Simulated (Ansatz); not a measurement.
Calculated with Ansatz (gas phase, PBE0-D4/def2-TZVP geometries, no zero-point term in ΔE). CCSD(T)/CBS adds triple-zeta CCSD(T) − MP2 to the extrapolated MP2 energy (def2 sets, frozen cores). This one scheme is used for every species. Functionals use def2-TZVPP. One conformer a species, not always the lowest.

Consider the formal exchange of groups at a B–B bond: `BBCC` + `CC` → `CCBCC` + BH₃.

| species | PBE0 energy (Eh) |
| --- | --- |
| `BBCC` | -130.53686 |
| `CC` | -79.75207 |
| `CCBCC` | -183.71917 |
| BH₃ | -26.56631 |

**Question.** Work out ΔE.

**Answer.** ΔE = (-183.71917) + (-26.56631) − (-130.53686) − (-79.75207) = 0.00345 Eh = +2.2 kcal/mol. CCSD(T)/CBS gives -0.6 kcal/mol.

Largest T1 diagnostic among the species: 0.011.

The D4 term adds −0.8 kcal/mol with B3LYP and −0.5 kcal/mol with PBE0; it sums over pairs of atoms, weighted by their polarisabilities, and B3LYP, whose exchange is more repulsive, gets the larger term. Leaving LDA and LC-ωPBE aside and taking each functional with its dispersion term where it has one, the values, not all of them listed here, spread over 3.7 kcal/mol, from ωB97M-V to B97M-V.

B3LYP here is the variant with VWN-RPA as its local correlation; programs differ in this.
